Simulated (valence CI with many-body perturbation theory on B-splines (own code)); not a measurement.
# Mg5+: calculated level list

Method: relativistic CI+MBPT: five valence electrons over a frozen Dirac-Fock core [He], a basis of 11 s, 11 p, 10 d, 8 f, 5 g, 2 h functions for each j, with the one-electron correlation potential Σ1 (screened to all orders), the two-electron term Σ2, the three-electron term Σ3, Breit, model QED; selected single and double excitations, second order for the rest, scaled by the run's own slope (own B-spline code, finite nucleus).

Against 43 measured levels this calculation errs by 210 cm⁻¹ on average and by 621 at most. These come from a selection out of NIST levels in Kelleher and Podobedova, J. Phys. Chem. Ref. Data 37, 267 (2008). Levels without a partner in it may be off by more. Among the levels kept, up to 6000 cm⁻¹ of a level comes from second order outside the variational space, and about a tenth of that is noise between levels of different J, which matters for small intervals. 7 measured levels below the end of the list, from 1045620 cm⁻¹ on, found no clear computed partner, and computed levels of the same name lie up to 20570 cm⁻¹ from them.

Levels 136 to 180 of 207, with energies above the lowest level, 2s2 2p3 4S°_3/2. "Leading %" is the weight of the configuration and term that name the level; weights of strongly mixed levels are sums over their largest components and can fall short. In the jj column 3d3/2^4 stands for four electrons in 3d with j = 3/2. Lifetimes count E1, E2, E3, M1 and M2 decay at the calculated energies, and are blank where another channel may lead or the interval is too uncertain; long ones can be off by a factor of two.

```csv
No.,Configuration,Term,J,E (cm⁻¹),Leading %,Lifetime,Leading jj,Second component
136,2s 2p3 3p,4S,3/2,1234800,98,158 ps,2s 2p1/2 2p3/2^2 3p3/2 (28 %),
137,2s2 2p2 4s,2D,5/2,1235400,88,22.2 ps,2s^2 2p1/2 2p3/2 4s (56 %),6 % 2s 2p3 3p 2D
138,2s2 2p2 4s,2D,3/2,1235400,88,22.5 ps,2s^2 2p1/2 2p3/2 4s (55 %),6 % 2s 2p3 3p 2D
139,2s 2p3 3p,4D,3/2,1237600,96,152 ps,2s 2p1/2 2p3/2^2 3p1/2 (37 %),
140,2s 2p3 3p,4D,1/2,1237600,95,151 ps,2s 2p1/2 2p3/2^2 3p1/2 (72 %),
141,2s 2p3 3p,4D,5/2,1237600,96,154 ps,2s 2p1/2 2p3/2^2 3p3/2 (37 %),
142,2s 2p3 3p,4D,7/2,1237600,96,157 ps,2s 2p1/2^2 2p3/2 3p3/2 (47 %),
143,2s2 2p2 4d,4F,3/2,1245400,93,117 ps,2s^2 2p1/2^2 4d3/2 (42 %),
144,2s2 2p2 4d,4F,5/2,1245900,90,119 ps,2s^2 2p1/2 2p3/2 4d3/2 (50 %),5 % 2s2 2p2 4d 4D
145,2s 2p3 3p,2P,1/2,1246300,82,11.1 ps,2s 2p1/2 2p3/2^2 3p3/2 (28 %),13 % 2s2 2p2 4d 2P
146,2s 2p3 3p,2P,3/2,1246500,68,10.6 ps,2s 2p3/2^3 3p3/2 (20 %),26 % 2s2 2p2 4d 2P
147,2s2 2p2 4d,4F,7/2,1246600,90,123 ps,2s^2 2p1/2 2p3/2 4d5/2 (71 %),6 % 2s2 2p2 4d 4D
148,2s2 2p2 4d,4F,9/2,1247700,96,128 ps,2s^2 2p3/2^2 4d5/2 (61 %),
149,2s2 2p2 4d,4D,1/2,1248600,83,118 ps,2s^2 2p1/2 2p3/2 4d3/2 (86 %),5 % 2s2 2p2 4d 2P
150,2s2 2p2 4d,4D,3/2,1248700,68,65.1 ps,2s^2 2p1/2 2p3/2 4d3/2 (46 %),8 % 2s2 2p2 4d 4P
151,2s2 2p2 4d,4D,5/2,1248800,52,32.7 ps,2s^2 2p1/2 2p3/2 4d5/2 (30 %),20 % 2s2 2p2 4d 4P
152,2s 2p3 3p,4P,1/2,1249400,88,107 ps,2s 2p1/2 2p3/2^2 3p1/2 (41 %),6 % 2s2 2p2 4d 4P
153,2s 2p3 3p,4P,3/2,1249500,81,105 ps,2s 2p1/2 2p3/2^2 3p3/2 (37 %),8 % 2s2 2p2 4d 4D
154,2s 2p3 3p,4P,5/2,1249600,63,116 ps,2s 2p1/2^2 2p3/2 3p3/2 (21 %),27 % 2s2 2p2 4d 4D
155,2s2 2p2 4d,4D,7/2,1249700,87,155 ps,2s^2 2p1/2 2p3/2 4d5/2 (38 %),7 % 2s2 2p2 4d 4F
156,2s2 2p2 4d,2P,3/2,1250200,60,47.0 ps,2s^2 2p1/2 2p3/2 4d5/2 (41 %),19 % 2s 2p3 3p 2P
157,2s2 2p2 4d,2P,1/2,1251200,78,44.0 ps,2s^2 2p3/2^2 4d5/2 (52 %),11 % 2s 2p3 3p 2P
158,2s 2p3 3p,2D,3/2,1251900,75,8.78 ps,2s 2p1/2 2p3/2^2 3p3/2 (47 %),14 % 2s2 2p2 4d 2D
159,2s 2p3 3p,2D,5/2,1252000,37,9.17 ps,2s 2p3/2^3 3p3/2 (22 %),29 % 2s2 2p2 4d 4P
160,2s2 2p2 4d,4P,5/2,1252200,41,9.31 ps,2s^2 2p1/2 2p3/2 4d5/2 (38 %),27 % 2s 2p3 3p 2D
161,2s2 2p2 4d,4P,3/2,1252600,82,8.46 ps,2s^2 2p3/2^2 4d3/2 (30 %),8 % 2s 2p3 3p 4P
162,2s2 2p2 4d,2F,5/2,1252600,78,12.8 ps,2s^2 2p1/2 2p3/2 4d5/2 (35 %),15 % 2s 2p3 3p 2D
163,2s2 2p2 4d,4P,1/2,1252800,88,7.92 ps,2s^2 2p3/2^2 4d3/2 (49 %),6 % 2s 2p3 3p 4P
164,2s2 2p2 4f,4G°,5/2,1254000,72,81.3 ps,2s^2 2p1/2^2 4f5/2 (32 %),22 % 2s 2p3 3d 4G°
165,2s2 2p2 4d,2F,7/2,1254300,94,12.8 ps,2s^2 2p3/2^2 4d5/2 (31 %),
166,2s2 2p2 4f,4G°,7/2,1254400,69,82.0 ps,2s^2 2p1/2 2p3/2 4f5/2 (33 %),22 % 2s 2p3 3d 4G°
167,2s2 2p2 4f,4G°,9/2,1254900,69,85.2 ps,2s^2 2p1/2 2p3/2 4f7/2 (53 %),24 % 2s 2p3 3d 4G°
168,2s2 2p2 4f,4G°,11/2,1255700,70,90.6 ps,2s^2 2p3/2^2 4f7/2 (45 %),27 % 2s 2p3 3d 4G°
169,2s 2p3 3s,2D°,5/2,1255900,61,22.4 ps,2s 2p1/2 2p3/2^2 3s (50 %),26 % 2s2 2p2 4p 2D°
170,2s 2p3 3s,2D°,3/2,1256100,66,21.8 ps,2s 2p1/2 2p3/2^2 3s (49 %),27 % 2s2 2p2 4p 2D°
171,2s2 2p2 4f,4D°,7/2,1256500,64,42.6 ps,2s^2 2p1/2^2 4f7/2 (34 %),10 % 2s2 2p2 4f 4F°
172,2s2 2p2 4f,2D°,5/2,1256800,47,47.1 ps,2s^2 2p1/2 2p3/2 4f5/2 (56 %),25 % 2s2 2p2 4f 4D°
173,2s2 2p2 4f,2G°,7/2,1257200,72,59.9 ps,2s^2 2p1/2 2p3/2 4f7/2 (59 %),13 % 2s2 2p2 4f 4D°
174,2s2 2p2 4f,4F°,3/2,1257500,32,50.1 ps,2s^2 2p1/2 2p3/2 4f5/2 (83 %),31 % 2s2 2p2 4f 4D°
175,2s2 2p2 4f,4D°,5/2,1257700,41,46.6 ps,2s^2 2p1/2 2p3/2 4f7/2 (76 %),34 % 2s2 2p2 4f 2D°
176,2s2 2p2 4f,2G°,9/2,1258300,61,69.9 ps,2s^2 2p3/2^2 4f5/2 (38 %),20 % 2s2 2p2 4f 4F°
177,2s2 2p2 4f,4D°,1/2,1258700,93,36.9 ps,2s^2 2p3/2^2 4f5/2 (59 %),
178,2s2 2p2 4f,4D°,3/2,1258800,50,44.0 ps,2s^2 2p3/2^2 4f7/2 (47 %),42 % 2s2 2p2 4f 2D°
179,2s2 2p2 4f,4F°,9/2,1259100,56,71.4 ps,2s^2 2p3/2^2 4f7/2 (46 %),24 % 2s2 2p2 4f 2G°
180,2s2 2p2 4f,4F°,7/2,1259100,66,62.6 ps,2s^2 2p3/2^2 4f5/2 (24 %),14 % 2s 2p3 3d 4F°
```

Names give the largest LS component (configuration and term), which can be under half, so a name can repeat, a term be missing and a line seem to break the LS rules; names also repeat where a configuration has a term twice.

Where two levels of one J and parity lie close, their mixing, g and order are uncertain.
